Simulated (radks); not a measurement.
Coulomb parameter of the 4d shell of the technetium ion Tc2+ in the model configuration [Kr] 4d3.5 5p1.5, as a second difference U = [E(n + 0.5) + E(n - 0.5) - 2 E(n)] / (0.5)^2 with all orbitals relaxed. "Bare": the charge of the atom changes with n. "Screened": the 5p shell takes up the change at fixed total charge, which measures U(4d,4d) + U(5p,5p) - 2 U(4d,5p). Calculated with a radial shooting solver on a logarithmic mesh with Libxc functionals: Dirac Kohn-Sham, LDA (Slater exchange, Perdew-Wang correlation), spin-unpolarised, spherical densities, finite nucleus; open shells are shared between the two j in proportion to 2j + 1; Fermi nuclear charge, rms radius 4.4112 fm.

case	configuration	E - E(n) (eV)
start	[Kr] 4d3.5 5p1.5	0.000
bare +0.5	[Kr] 4d4 5p1.5	-13.003
bare -0.5	[Kr] 4d3 5p1.5	16.115
screened +0.5	[Kr] 4d4 5p1	-6.183
screened -0.5	[Kr] 4d3 5p2	6.849

U(bare) = 12.447 eV, U(screened by 5p) = 2.663 eV.
